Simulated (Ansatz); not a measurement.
Input for Ansatz (development build ahead of 0.2.0):

```yaml
crystal:
  periodic: [false, false, false]
  atoms:
    - { symbol: Sc, position_ang: [0.0, 0.0, 0.0] }
    - { symbol: "N", position_ang: [0.0, 0.0, 2.704] }
basis:
  gaussian: { orbitals: def2-SVP }
magnetization:
  spin_polarized: true
hamiltonian:
  xc: pbe0
output:
  forces: true
```

The input is written out in the form of the current development build from the run's settings.

Output:

```
Converged                       : yes
Total energy                    : -814.83575 hartree
Spin squared of the determinant : 2.097
Stability test                  : minimum
```

Forces (eV/Å):
| atom | Fx | Fy | Fz |
| --- | --- | --- | --- |
| Sc1 | 0.000 | 0.000 | 2.056 |
| N2 | 0.000 | 0.000 | -2.056 |

Caution: the unrestricted determinant is a mixture of spin states.
